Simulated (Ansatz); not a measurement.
C$_{2}$H$_{8}$AlBO$_{3}$ (`[CH3][Al]([CH3])[O]B(O)O`) at its PBE0-D4/def2-TZVP geometry, where that method's forces vanish. Total charge 0; spin multiplicity 1.

```xyz
15

C     0.4874    1.9619    0.7223
Al    0.0839    0.0604    0.7704
C    -0.3750   -0.9817    2.3470
O     0.2174   -0.8300   -0.6852
B    -0.0936   -0.6701   -1.9898
O     0.4354   -1.4703   -2.9735
O    -0.9760    0.3133   -2.3650
H     0.1010    2.4987    1.5925
H     1.5701    2.1279    0.6949
H     0.0731    2.4204   -0.1799
H    -0.2570   -0.4190    3.2762
H     0.2391   -1.8847    2.4156
H    -1.4159   -1.3188    2.2961
H     1.0293   -2.1286   -2.6078
H    -1.1193    0.3205   -3.3138
```

**Question.** What forces (eV/Å) does ωB97M-V/def2-TZVPP give on these atoms in Ansatz 0.2.0? (An estimate is asked.)

**Answer.** The calculation gave: 
```
C1   0.007  0.031 -0.007
Al2 -0.004  0.048  0.095
C3  -0.010 -0.020  0.026
O4   0.046 -0.059  0.128
B5   0.010 -0.012 -0.013
O6   0.103 -0.138 -0.102
O7  -0.124  0.134 -0.095
H8   0.028 -0.032 -0.064
H9  -0.076 -0.007  0.002
H10  0.031 -0.024  0.065
H11 -0.010 -0.045 -0.061
H12 -0.045  0.064  0.000
H13  0.073  0.023  0.009
H14 -0.028  0.030 -0.027
H15  0.000  0.008  0.044
```
